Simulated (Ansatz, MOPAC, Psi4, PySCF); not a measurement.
Pair of molecules: CH3Cl (SMILES CCl) (first 5 atoms) with C2H6 (SMILES CC); geometry from B3LYP-D3(BJ)/def2-TZVP.
(charge 0, multiplicity 1):
```xyz
13

C     -0.672    -0.911     0.840
Cl    -0.843     0.874     0.799
H     -0.588    -1.269    -0.182
H      0.222    -1.155     1.406
H     -1.551    -1.327     1.322
C      0.741     0.341     4.310
C     -0.609    -0.357     4.445
H      1.064     0.386     3.268
H      1.516    -0.176     4.879
H      0.692     1.368     4.675
H     -1.374     0.153     3.857
H     -0.944    -0.375     5.484
H     -0.559    -1.392     4.100
```

Monomers are frozen at their geometry in the pair; levels with a basis set take the counterpoise correction.

Correlated levels freeze the cores. Rows in 6-31G* carry no dispersion term and start afresh at each structure (6-31G* with six Cartesian d functions). MP2/6-31G* freezes PySCF's default core. The state reached by AM1 isn't checked.

The values were computed with Ansatz (a program for electronic structure); MOPAC for AM1 (differences of heats of formation); Psi4 for SAPT; PySCF for 6-31G* rows, the dispersion terms. Values without a source in brackets are computed.

```csv
level,interaction energy (meV)
AM1,9.0
PBE-D3(BJ)/def2-TZVPPD,-71.2
revPBE-D3(BJ)/def2-TZVPPD,-68.0
PBE0-D3(BJ)/def2-TZVPPD,-67.0
CAM-B3LYP-D3(BJ)/def2-TZVPPD,-64.2
B2PLYP/def2-TZVPPD,-7.6
MP2/6-31G*,0.8
CCSD/aug-cc-pV(D+d)Z,[?]
SAPT0/jun-cc-pV(D+d)Z,[?]
```

Task: What belongs in the gaps?

Result: 
- CCSD/aug-cc-pV(D+d)Z, interaction energy (meV): -38.4
- SAPT0/jun-cc-pV(D+d)Z, interaction energy (meV): -28.8
